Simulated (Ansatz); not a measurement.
`CN([SiH3])P` + PH₃ → `PP` + `CN[SiH3]` at 400 K and 1 bar (ligand exchange at a P–N bond).

Calculated with Ansatz (gas phase, PBE0-D4/def2-TZVP geometries, no zero-point term in ΔE). CBS: MP2 limit from def2 TZ/QZ plus the TZ coupled-cluster correction, frozen cores. This one scheme is used for every species. Each species was taken in one conformer, which may not be the lowest.

| species | CCSD(T)/CBS energy (Eh) | H − E (kJ/mol) | S (J/(mol·K)) |
| --- | --- | --- | --- |
| `CN([SiH3])P` | -727.58290 | 262.8 | 381.5 |
| PH₃ | -342.72256 | 77.1 | 221.7 |
| `PP` | -684.26248 | 112.6 | 293.5 |
| `CN[SiH3]` | -386.04948 | 233.7 | 327.3 |

H − E and S are ideal-gas, rigid-rotor, harmonic terms from PBE0-D4/def2-TZVP, for one conformer and one mirror image of each species. 1 Eh = 2625.50 kJ/mol, R = 8.31446 J/(mol·K).

**Question.** By hand: ΔE, ΔH, ΔS and ΔG.

**Answer.** ΔE = (-684.26248) + (-386.04948) − (-727.58290) − (-342.72256) = -0.00650 Eh = -17.1 kJ/mol. Δ(H − E) = 112.6 + 233.7 − 262.8 − 77.1 = 6.4, so ΔH = -10.7 kJ/mol. ΔS = 293.5 + 327.3 − 381.5 − 221.7 = 17.6 J/(mol·K). ΔG = -10.7 − 400 × (17.6)/1000 = -17.7 kJ/mol.

**Question.** By hand: the equilibrium constant, and the temperature at which ΔG would vanish if ΔH and ΔS stayed fixed.

**Answer.** log₁₀ K = −ΔG/(RT ln 10) = 2.3. ΔH and −TΔS have one sign here, so there is no such temperature.

TΔS isn't small against ΔH here. A doubt of 5 kJ/mol in ΔE shifts log₁₀ K by 0.7 here. Other conformers and mirror images would add mixing entropy, several J/(mol·K) or more a flexible species. These are equilibria of isolated gas molecules and say nothing of rates. Largest T1 diagnostic: 0.014 (customary marks: 0.02 for closed shells, 0.045 for open ones).
